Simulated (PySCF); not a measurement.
C2H8BF2N.
Numbering: `[BH3-:1][NH2+:2][CH2:3][CH:4]([F:5])[F:6]` (hydrogens: H7, H8, H9 on B1; H10, H11 on N2; H12, H13 on C3; H14 on C4)

A GFN2-xTB structure with every atom displaced at random (by about 0.01 Å) was refined with PySCF, PBE0-D3(BJ)/def2-SVP geometry optimisation, gas phase. Values at the start:

| coordinate | start |
| --- | --- |
| B1–N2 | 1.680 Å |
| B1–H7 | 1.167 Å |
| N2–C3 | 1.464 Å |
| N2–H10 | 1.029 Å |
| C3–C4 | 1.481 Å |
| C3–H12 | 1.100 Å |
| C4–F5 | 1.353 Å |
| C4–H14 | 1.134 Å |
| B1–N2–C3 | 113.1° |
| N2–C3–C4 | 111.1° |
| C3–C4–F5 | 112.2° |
| F5–C4–F6 | 105.6° |

How do these coordinates change at the PBE0-D3(BJ)/def2-SVP level?

| coordinate | PBE0-D3(BJ)/def2-SVP (Å or °) | change |
| --- | --- | --- |
| B1–H7 | 1.226 | +0.059 |
| B1–N2 | 1.630 | -0.050 |
| C4–H14 | 1.103 | -0.031 |
| C3–C4 | 1.507 | +0.026 |
| N2–H10 | 1.022 | -0.007 |
| N2–C3 | 1.461 | -0.003 |
| C4–F5 | 1.354 | +0.001 |
| C3–H12 | 1.099 | -0.001 |
| C3–C4–F5 | 109.4 | -2.8 |
| F5–C4–F6 | 107.3 | +1.7 |
| B1–N2–C3 | 114.2 | +1.1 |
| N2–C3–C4 | 111.5 | +0.4 |

The energy falls by 14.2 kJ/mol over 9 energy and gradient evaluations, the largest force component goes from 0.0506 to 2.9e-04 Eh/bohr, and the atoms move by 0.034 Å rms after alignment. The bond that changes most is B1–H7 (four-coordinate boron to B–H hydrogen), which lengthens by 0.059 Å. Bonds longer at the end by more than 0.005 Å: 6 of 13; shorter: 4. Rotational constants go from 6770, 1927, 1764 to 6668, 1971, 1798 MHz.

The run used 124 basis functions and 55 SCF cycles in all. Hardware: one thread, Arm Neoverse V1 (aarch64), shared host. Cost: 52 s, 0.52 GiB resident at most.

Not checked by PBE0-D3(BJ)/def2-SVP frequencies. One conformer, not necessarily the lowest.

Conformer computed: `[BH3-:1][NH2+:2][CH2:3][CH:4]([F:5])[F:6]`: B1–N2–C3–C4 180°, N2–C3–C4–F5 -59°.
